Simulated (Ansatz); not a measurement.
**Relaxing a trial structure of BClGaGeH3**

The starting geometry of this gas-phase singlet was optimised with GFN2-xTB; its bonds are those of `[BH2][Ge][GaH][Cl]`.

```xyz
7

B    -1.4729    1.2264    0.3217
Cl    1.9467    3.0875    1.1476
Ga   -0.1300    3.2077    1.5273
Ge   -1.2030    1.0375    2.2898
H    -0.6573    0.8443   -0.4377
H    -2.4584    1.6661   -0.1476
H    -0.5446    4.7980    1.5341
```

Problem. Predict what it relaxes into with B3LYP-D3(BJ)/def2-SVP.

Solution. A new bond forms, giving a structure with Cl2 bridging Ga3 and Ge4, given below by its coordinates. Distances that change by over a tenth: Cl2–Ga3 (2.11 → 2.34 Å), Cl2–Ge4 (3.93 → 2.64 Å). Contacts that close: B1–Ga3 (2.68 → 2.11 Å).

The energy falls by 0.30 eV over 31 steps:

```json
{"step": "1", "E − E(last) (eV)": "0.301"}
{"step": "4", "E − E(last) (eV)": "0.168"}
{"step": "8", "E − E(last) (eV)": "0.165"}
{"step": "11", "E − E(last) (eV)": "0.161"}
{"step": "14", "E − E(last) (eV)": "0.155"}
{"step": "18", "E − E(last) (eV)": "0.090"}
{"step": "21", "E − E(last) (eV)": "0.040"}
{"step": "24", "E − E(last) (eV)": "0.010"}
{"step": "28", "E − E(last) (eV)": "0.000"}
{"step": "31", "E − E(last) (eV)": "0.000"}
```

Final geometry (Å):

```xyz
7

B    -1.3483    1.4208    0.5224
Cl    1.5038    2.4319    1.7824
Ga   -0.5461    3.2981    1.0531
Ge   -0.5286    0.8199    2.2679
H    -0.6946    1.8270   -0.4582
H    -2.5286    1.2473    0.3314
H    -0.3772    4.8226    0.7362
```

No frequencies were run, so the end isn't proven a minimum. Run with Ansatz 0.2.0, 2.4 min on 2 threads of Intel(R) Xeon(R) Platinum 8259CL CPU @ 2.50GHz (Skylake/Cascade Lake), on a shared host.
